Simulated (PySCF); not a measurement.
C₄H₄O₃. Atoms are numbered in the order given.

```xyz
11

C     -1.0575    -1.8537     0.0000
C     -0.5835    -0.6020     0.0000
O     -1.3296     0.5373     0.0000
C     -0.4465     1.6519     0.0000
O      0.8749     1.1547     0.0000
C      0.8556    -0.2170     0.0000
O      1.8405    -0.8980     0.0000
H     -0.3390    -2.6732     0.0000
H     -2.1267    -2.0654     0.0000
H     -0.6148     2.2555     0.9067
H     -0.6148     2.2555    -0.9067
```
Charge 0, spin multiplicity 1.

Geometry optimised at TPSSh-D3(BJ)/def2-SVP. Other conformers were not sampled.

Calculation: B3LYP/def2-TZVP (PySCF).

Symmetry labels are those of the subgroup Cs that the program uses (full group Cs).

Computed valence orbital energies around the gap with their symmetry:
```tsv
orbital	symmetry	energy (eV)
HOMO−7	A'	-12.11
HOMO−6	A"	-12.07
HOMO−5	A'	-11.34
HOMO−4	A"	-11.13
HOMO−3	A'	-10.92
HOMO−2	A"	-8.95
HOMO−1	A'	-8.29
HOMO	A"	-7.17
LUMO	A"	-1.77
LUMO+1	A'	0.93
LUMO+2	A'	1.54
LUMO+3	A'	1.75
```
